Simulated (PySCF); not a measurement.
# Hartree-Fock beside MP2: B2ClH3N cation

These are calculations, not measurements. The program is PySCF 2.14.0, an open-source quantum chemistry code, run on an isolated molecule that a program drew, which may never have been made. The molecule is B2ClH3N cation (charge +1, singlet), drawn as the SMILES string `[BH+]NBCl`.

The geometry was optimised and harmonic frequencies were computed with HF and MP2, all in the cc-pV(D+d)Z basis, for the commonest isotopes, with a restricted reference for singlets and an unrestricted one otherwise, and a frozen core in MP2. Each result is a local minimum of its method.

Geometry at the HF minimum:
```xyz
7
B2ClH3N cation, angstrom
B     0.4891    2.0599    0.9464
N    -0.5512    1.6887    0.2291
B    -1.8799    2.3725    0.3183
Cl   -3.1543    1.7930   -0.6691
H     1.3982    2.4098    1.5952
H    -0.4676    0.9101   -0.4152
H    -1.9750    3.2815    1.0716
```

Lengths of the bonds as drawn, in Å (atoms numbered as above):
```
  bond     HF    MP2
 B1-N2  1.317  1.330
 N2-B3  1.497  1.518
B3-Cl4  1.713  1.703
 B1-H5  1.170  1.180
 N2-H6  1.014  1.029
 B3-H7  1.184  1.195
```

Rotational constants, in GHz:
| constant | HF | MP2 |
|---|---|---|
| A | 46.25 | 44.28 |
| B | 2.763 | 2.771 |
| C | 2.608 | 2.608 |

Harmonic frequencies in cm^-1, each column in rising order, so a row needn't be the same motion in every method:
```
rank    HF   MP2
   1   142   133
   2   192   147
   3   368   344
   4   702   654
   5   763   726
   6   828   760
   7   906   858
   8   929   908
   9  1046   994
  10  1175  1085
  11  1327  1244
  12  1607  1534
  13  2845     ?
  14  2999  2913
  15  3678  3512
```

**Estimate the missing MP2 frequency from the HF column.**

A single factor s that minimises the squared misfit of MP2 against s times HF over the other rows is sum(HF x MP2) / sum(HF^2) = 0.9558, with an rms misfit of 23 cm^-1. For rank 13 it gives 0.9558 x 2845 = 2719 cm^-1. The calculation gives 2767 cm^-1, 48 cm^-1 above the estimate. The drawn bonds are on average 0.8 % longer in MP2 than in HF.
